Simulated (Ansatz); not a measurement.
A nudged elastic band was laid between two geometries of AlH6NOSi (10 atoms, charge 0, multiplicity 1).

The calculation used RKS B3LYP-D4/def2-SVP in Ansatz 0.2.0.

```
movable images  : 5
climbing image  : yes
spring          : 5.0 eV/Å²
optimiser       : quadratic models (default)
start path      : through a guess of the saddle point
force threshold : 0.05 eV/Å
iteration limit : 60
end points      : relaxed
```

Initial state:

```xyz
10
Properties=species:S:1:pos:R:3
Al -0.529 0.373 0.223
Si 1.562 -0.895 0.074
N -1.532 0.597 -1.218
H -1.311 0.252 -2.146
O -1.140 1.071 1.657
H 1.355 -2.344 0.390
H 2.147 -0.827 -1.303
H 2.602 -0.389 1.026
H -2.419 1.092 -1.231
H -0.736 1.069 2.528
```

Final state:

```xyz
10
Properties=species:S:1:pos:R:3
Al -1.239 0.688 0.002
Si 1.567 -0.900 -0.182
N -2.489 1.343 -0.874
H 0.324 -0.282 -0.828
O -0.473 0.361 1.492
H 1.144 -2.003 0.713
H 2.340 -1.429 -1.340
H 2.326 0.170 0.508
H -2.731 1.415 -1.856
H -0.769 0.636 2.365
```

Q: Which bonds break or form, and what moves?

A: Bonds broken: Al1–Si2, N3–H4. Bonds formed: Si2–H4. AlH6NOSi becomes AlH2NO + H4Si.

Q: What energy profile does the band end with?

A: The run converged. The highest image is number 3 of 0 to 6, 3.44 eV above the first end and 0.56 eV above the last; the last end lies 2.88 eV above the first. Neighbouring images differ by up to 2.6 eV, so the band resolves the path poorly. A vibrational analysis at the climbing image gives one clearly imaginary mode, 832i cm⁻¹: a first-order saddle point. The orbitals stay closed-shell, which can raise the energy where a bond breaks towards radicals; this wasn't checked here.

```json
{"image": "0", "path coordinate (Å)": "0.00", "energy (eV)": "0.00", "Al1–Si2 (Å)": "2.45", "N3–H4 (Å)": "1.02", "Si2–H4 (Å)": "3.81"}
{"image": "1", "path coordinate (Å)": "0.98", "energy (eV)": "0.07", "Al1–Si2 (Å)": "2.43", "N3–H4 (Å)": "1.02", "Si2–H4 (Å)": "3.34"}
{"image": "2", "path coordinate (Å)": "1.96", "energy (eV)": "0.83", "Al1–Si2 (Å)": "2.45", "N3–H4 (Å)": "1.04", "Si2–H4 (Å)": "2.55"}
{"image": "3", "path coordinate (Å)": "2.94", "energy (eV)": "3.44", "Al1–Si2 (Å)": "2.78", "N3–H4 (Å)": "1.64", "Si2–H4 (Å)": "1.68"}
{"image": "4", "path coordinate (Å)": "3.79", "energy (eV)": "3.03", "Al1–Si2 (Å)": "3.18", "N3–H4 (Å)": "2.27", "Si2–H4 (Å)": "1.51"}
{"image": "5", "path coordinate (Å)": "4.64", "energy (eV)": "2.94", "Al1–Si2 (Å)": "3.20", "N3–H4 (Å)": "2.71", "Si2–H4 (Å)": "1.52"}
{"image": "6", "path coordinate (Å)": "5.49", "energy (eV)": "2.88", "Al1–Si2 (Å)": "3.23", "N3–H4 (Å)": "3.25", "Si2–H4 (Å)": "1.53"}
```

Q: What is the geometry of the highest image?

A: 
```xyz
10
Properties=species:S:1:pos:R:3:forces:R:3
Al -1.111 0.563 0.330 0.00 0.00 0.00
Si 1.249 -0.779 -0.256 0.00 0.00 0.00
N -1.486 0.703 -1.303 0.00 0.00 0.00
H -0.083 -0.100 -1.017 0.00 0.00 0.00
O -1.044 0.577 2.017 0.00 0.00 0.00
H 1.001 -2.011 0.548 0.00 0.00 0.00
H 1.972 -1.150 -1.507 0.00 0.00 0.00
H 2.117 0.147 0.533 0.00 0.00 0.00
H -2.174 1.040 -1.970 0.00 0.00 0.00
H -0.441 1.010 2.626 0.00 0.01 0.00
```

Run time: 5.5 min on 2 threads of Arm Neoverse V1, on a shared host, peak memory 0.19 GiB.
